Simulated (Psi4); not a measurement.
C₃H₅ (SMILES [CH]=CC), doublet, at a GFN2-xTB geometry, with bond 3-1 at 1.3 times its length. Base run: CAM-B3LYP/def2-SV(P) (Psi4 1.11).

Here is a job for Psi4.
```
memory 2 GB

molecule mol {
0 2
C     1.325170    0.179964   -0.009489
C     0.060959    0.441362   -0.016029
H     2.535928    0.847698   -0.036280
H    -0.311249    1.475660   -0.052421
C    -1.045896   -0.572802    0.022998
H    -0.642507   -1.580553    0.058364
H    -1.670082   -0.408215    0.900581
H    -1.674084   -0.471648   -0.861307
}

set {
  basis def2-sv(p)
  reference uks
}

energy('cam-b3lyp')
print_variables()
```

Variants of this job, named by their change:

```
change                        ΔE vs base (mEh)  SCF cycles  grid points  basis functions
----------------------------  ----------------  ----------  -----------  ---------------
base                                     0.000          11       172783               52
guess = modhuckel                        0.000          13       172783               52
dft_spherical_points = 590               0.000          11       336999               52
scf_type = direct                        0.043          13       172783               52
d_convergence = 1e-10                    0.000          20       172783               52
basis_guess = sto-3g                     0.000          10       172783               52
guess = sadno                            0.000          13       172783               52
guess = sapgau                           0.000          12       172783               52
guess = huckel                           0.000          13       172783               52
dft_radial_points = 99                   0.000          11       227075               52
dft_radial_scheme = multiexp             0.001          11       180108               52
dft_radial_points = 35                   0.015          11        82046               52
damping_percentage = 20                 -0.001          21       172783               52
```

Open shells are given as the SCF converged; they aren't shown to be the lowest states, and a large step between rows can be another state.
